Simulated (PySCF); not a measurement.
BrClH₂Sn. Atoms are numbered in the order given.

```xyz
5

Sn     0.6041     0.5152     0.0000
Cl    -1.1773     2.0396     0.0000
Br    -0.3742    -1.7680     0.0000
H      1.4545     0.7237    -1.4606
H      1.4545     0.7237     1.4606
```
Charge 0, spin multiplicity 1.

Geometry: PBE0-D3(BJ)/def2-SVP. The def2 effective core potentials stand for the cores of Sn; spin–orbit coupling is left out.

All values below come from PySCF with CAM-B3LYP/def2-TZVPD.

Mulliken values depend strongly on the basis, most of all with diffuse functions as here. ESP charges are fitted to the potential on shells at 1.4 to 2.0 van der Waals radii. Atomic charges (e):

| atom | ESP fit | Mulliken |
|---|---|---|
| Sn1 | (withheld) | 0.82 |
| Cl2 | (withheld) | -0.41 |
| Br3 | (withheld) | -0.33 |
| H4 | (withheld) | -0.04 |
| H5 | (withheld) | -0.04 |

Question: Some entries are withheld; supply them. (The exact figures need the calculation; the answer reports its results.)

Answer: 
- Sn1, ESP fit: 0.28
- Cl2, ESP fit: -0.19
- Br3, ESP fit: -0.15
- H4, ESP fit: 0.03
- H5, ESP fit: 0.03
